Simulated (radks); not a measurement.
Results of a calculation; reference values are marked as such.
Task: Successive ionisation energies (eV) of one element, from differences of total energies of ions in their ground configurations, starting at charge 66: 7573.8, 8287.5, 8437.9, 8763.6, 8902.1, 19110.9, 19482.5, 19855.6, 20230, 22876, 23309, 23940, 24274, 97291, 98627. Code: a radial shooting solver on a logarithmic mesh with Libxc functionals. Model: Dirac Kohn-Sham, PBE, spin-unpolarised, spherical densities, finite nucleus; open shells fill j = l - 1/2 first; Fermi nuclear charge, rms radius 5.4759 fm. Which element is it?

Result: Thallium (Z = 81). The first species listed is Tl66+ in [Ne] 3s2 3p3, the last Tl80+ in 1s1.
